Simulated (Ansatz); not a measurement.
Consider the cleavage of the Si–P bond: `P[SiH2][GaH2]` + `B/C=C/O` → `B/C=C\O[SiH2][GaH2]` + PH₃.

Gas-phase electronic energies from Ansatz, PBE0-D4/def2-TZVP geometries. CBS: MP2 limit from def2 TZ/QZ plus the TZ coupled-cluster correction, frozen cores. This one scheme is used for every species. Double bonds are as drawn, so ΔE can hold a change between cis and trans. For Ga outer-core shells are correlated without core-valence functions, which leaves a few kJ/mol of doubt a bond. Scalar relativity is left out up to krypton. One conformer a species, not always the lowest.

```
              species  SCS-MP2/def2-QZVPP energy (Eh)
      `P[SiH2][GaH2]`                     -2557.23591
            `B/C=C/O`                      -178.95480
`B/C=C\O[SiH2][GaH2]`                     -2393.51585
                  PH₃                      -342.68833
```

Problem. Work out ΔE.

Solution. ΔE = (-2393.51585) + (-342.68833) − (-2557.23591) − (-178.95480) = -0.01347 Eh = -35.4 kJ/mol. CCSD(T)/CBS gives -28.2 kJ/mol.

Largest T1 diagnostic among the species: 0.014.

From PBE to PBE0 (25 % exact exchange), in def2-TZVPP and without D4, ΔE moves by −3.2 kJ/mol. In def2-TZVPP, CCSD(T) changes the Hartree–Fock value by +13.9 kJ/mol (the triples alone add +2.8 kJ/mol) and MP2 by +14.5 kJ/mol.
